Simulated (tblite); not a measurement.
Species: C₅H₉O₂S (doublet state).
Numbering: `[CH3:1]/[CH:2]=[C:3](\[CH2:4][O:5])[S@:6]([CH3:7])=[O:8]` (hydrogens: H9, H10, H11 on C1; H12 on C2; H13, H14 on C4; H15, H16, H17 on C7)

A start from a force field or distance geometry was refined with GFN2-xTB geometry optimisation, gas phase (tblite 0.8.0). Values at the start:

| coordinate | start |
| --- | --- |
| C1–C2 | 1.471 Å |
| C1–H9 | 1.130 Å |
| C2=C3 | 1.330 Å |
| C2–H12 | 1.094 Å |
| C3–C4 | 1.496 Å |
| C3–S6 | 1.759 Å |
| C4–O5 | 1.415 Å |
| C4–H13 | 1.102 Å |
| C4–H14 | 1.120 Å |
| S6–C7 | 1.806 Å |
| S6=O8 | 1.529 Å |
| C7–H15 | 1.123 Å |
| C7–H16 | 1.116 Å |
| C1–C2–C3 | 124.8° |
| C2–C3–C4 | 123.2° |
| C2–C3–S6 | 119.2° |
| C3–C4–O5 | 108.5° |
| C3–S6–C7 | 111.0° |
| C3–S6–O8 | 112.9° |
| C4–C3–S6 | 117.5° |
| C7–S6–O8 | 110.8° |
| C1–C2–C3–C4 | -3° |
| C2–C3–C4–O5 | 121° |

Question: How do these coordinates change at the GFN2-xTB level?

Answer: 
| coordinate | GFN2-xTB (Å or °) | change |
| --- | --- | --- |
| C3–S6 | 1.840 | +0.081 |
| C4–O5 | 1.334 | -0.081 |
| S6=O8 | 1.459 | -0.070 |
| C1–H9 | 1.089 | -0.041 |
| C7–H15 | 1.085 | -0.038 |
| C3–C4 | 1.518 | +0.022 |
| C1–C2 | 1.491 | +0.020 |
| S6–C7 | 1.822 | +0.016 |
| C4–H14 | 1.109 | -0.011 |
| C2–H12 | 1.084 | -0.010 |
| C2=C3 | 1.320 | -0.010 |
| C4–H13 | 1.108 | +0.006 |
| C7–H16 | 1.121 | +0.005 |
| C3–S6–C7 | 95.3 | -15.7 |
| C2–C3–C4 | 130.4 | +7.2 |
| C4–C3–S6 | 111.3 | -6.2 |
| C3–S6–O8 | 107.6 | -5.3 |
| C3–C4–O5 | 112.8 | +4.3 |
| C7–S6–O8 | 107.2 | -3.6 |
| C1–C2–C3 | 127.3 | +2.5 |
| C2–C3–S6 | 118.2 | -1.0 |
| C2–C3–C4–O5 | 101 | -20 |
| C1–C2–C3–C4 | 1 | +4 |

The energy falls by 104.8 kJ/mol over 148 L-BFGS steps, the largest force on an atom goes from 3.71 to 0.009 eV/Å, and the atoms move by 0.487 Å rms after alignment. Among the bonds, C4–O5 and C3–S6 change most and about equally (-0.081 to +0.081 Å). Bonds longer at the end by more than 0.005 Å: 6 of 16; shorter: 10. Among the dihedrals that turn most is O8–S6–C7–H17, from -85° to -160°. Rotational constants go from 2383, 1243, 1022 to 2397, 1302, 1053 MHz.

Hardware: an Arm Neoverse V2 with one thread, shared host. Cost: 0.9 s of wall time.

Its GFN2-xTB frequencies are all real (lowest 56 cm⁻¹). 3 starts were optimised and ended at 0.00, 0.11 and 0.12 kcal/mol (GFN2-xTB); the lowest of these is shown.

One conformer stands for the species.

These are computed values.
